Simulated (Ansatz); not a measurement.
Ga(NH3)H3 (GaNH6). Total charge 0; triplet. Geometry PBE0-D4/def2-TZVP, that of the neutral singlet; atoms count from 1.

```xyz
8

Ga    0.3457    1.0432   -0.2374
N    -0.3158   -0.9529    0.2168
H     0.0342   -1.6109   -0.4699
H    -1.3280   -1.0032    0.2171
H     0.0162   -1.2409    1.1299
H    -0.3533    1.7947    0.9661
H    -0.3038    1.1777   -1.6732
H     1.9049    0.7923   -0.1495
```

At PBE0-D4/def2-TZVP a singlet of charge 0 lies 6.09 eV below the triplet at the same geometry.

(1) Estimate the Mulliken populations from the PBE0/def2-TZVP orbitals of Ansatz.

(2) Where does the spin sit?

Results:

(1) 
```
atom  charge (e)  spin (α − β)
 Ga1       -0.35          1.04
  N2       -0.24         -0.31
  H3        0.15          0.15
  H4        0.14          0.16
  H5        0.14          0.16
  H6        0.17          0.54
  H7       -0.01          0.13
  H8       -0.01          0.13
```
Mulliken values depend strongly on the basis.

(2) Summed by element: Ga 1.04, N -0.31, H 1.27, of 2 unpaired in all. Largest on single atoms: Ga1 1.04, H6 0.54, N2 -0.31.
